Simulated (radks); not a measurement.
Values are calculated unless marked as measured or tabulated.
All-electron atom: the hafnium ion Hf34+ in [Kr] 4d2. Level of theory: Dirac Kohn-Sham, PBE, spin-unpolarised, spherical densities, point nucleus; open shells are shared between the two j in proportion to 2j + 1 (a radial shooting solver on a logarithmic mesh with Libxc functionals). Some entries of the table are withheld. Estimate them.

orbital,occ.,eigenvalue (eV),<1/r> (bohr^-1)
1s1/2,2,-66588.26,(1)
2s1/2,2,-12534.62,20.33
2p1/2,2,-12033.68,(2)
2p3/2,4,-10841.42,(3)
3s1/2,2,-3892.947,7.532
3p1/2,2,-3674.255,(4)
3p3/2,4,-3412.931,(5)
3d3/2,4,(6),6.545
3d5/2,6,(7),6.358
4s1/2,2,-1713.375,3.514
4p1/2,2,(8),3.440
4p3/2,4,(9),3.183
4d3/2,0.8,-1391.516,3.060
4d5/2,1.2,-1374.725,3.000

Answer. 
(1) 1s1/2 <1/r> (bohr^-1): 83.85
(2) 2p1/2 <1/r> (bohr^-1): 20.28
(3) 2p3/2 <1/r> (bohr^-1): 17.23
(4) 3p1/2 <1/r> (bohr^-1): 7.444
(5) 3p3/2 <1/r> (bohr^-1): 6.662
(6) 3d3/2 eigenvalue (eV): -3048.416
(7) 3d5/2 eigenvalue (eV): -2991.086
(8) 4p1/2 eigenvalue (eV): -1620.635
(9) 4p3/2 eigenvalue (eV): -1541.948
